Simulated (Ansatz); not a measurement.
Born–Oppenheimer molecular dynamics of C₂H₇AlBNSi (13 atoms, charge 0, multiplicity 1). It starts from a relaxed structure.

Level of theory: Ansatz 0.2.0, RKS B3LYP-D4/STO-3G.

```json
{"ensemble": "NVT, Langevin thermostat", "time step": "2 fs", "steps asked": "120", "set temperature": "200 K", "friction": "0.02 /fs", "seed": "593614"}
```

First frame:

```xyz
13
Properties=species:S:1:pos:R:3
C -2.230 -0.426 0.945
C -1.082 -0.549 0.600
N 0.262 -0.722 0.211
Al 1.035 -2.325 0.561
B 0.944 0.338 -0.442
Si 0.093 2.064 -0.855
H -3.256 -0.309 1.251
H 0.167 -3.353 1.209
H 2.467 -2.455 0.159
H 2.061 0.109 -0.726
H 0.996 2.983 -1.510
H -1.048 1.891 -1.729
H -0.389 2.720 0.341
```

(1) What does the run give?

(2) What happens to the structure?

(3) How do temperature and energy run in time?

## Answers

(1) The run went to its last step.

```
steps done                                               : 120
time covered                                             : 240 fs
mean temperature over the second half                    : 177 K
spread of the potential energy over the second half      : 3.7 meV per atom
mean potential energy of the second half above the start : 20.4 meV per atom
```

The mean temperature of the second half is 11 % below the set value. A step of 2 fs is long for free X–H stretches (periods near 10 fs) and can bias their spread and the temperature. A run of 0.24 ps of so small a system gives no equilibrium averages. Limits of this set-up: minimal basis.

(2) The same pairs are bonded in the first frame and the last. Pairs count as bonded within 1.25 times the sum of covalent radii (0.12 Å more for H–H). Another seed would give other details.

(3) 
| time (fs) | T (K) | potential energy less start (eV) |
| --- | --- | --- |
| 0.0 | 185 | 0.000 |
| 12.0 | 140 | 0.176 |
| 24.0 | 177 | 0.186 |
| 36.0 | 139 | 0.257 |
| 48.0 | 222 | 0.201 |
| 60.0 | 166 | 0.308 |
| 72.0 | 217 | 0.277 |
| 84.0 | 150 | 0.321 |
| 96.0 | 188 | 0.290 |
| 108.0 | 228 | 0.220 |
| 120.0 | 158 | 0.329 |
| 132.0 | 253 | 0.208 |
| 144.0 | 188 | 0.276 |
| 156.0 | 170 | 0.319 |
| 168.0 | 220 | 0.250 |
| 180.0 | 189 | 0.290 |
| 192.0 | 198 | 0.267 |
| 204.0 | 168 | 0.261 |
| 216.0 | 177 | 0.191 |
| 228.0 | 108 | 0.249 |
| 240.0 | 109 | 0.237 |

Run time: 4.3 min on 1 thread of Arm Neoverse V2 (shared host), peak memory 0.22 GiB.
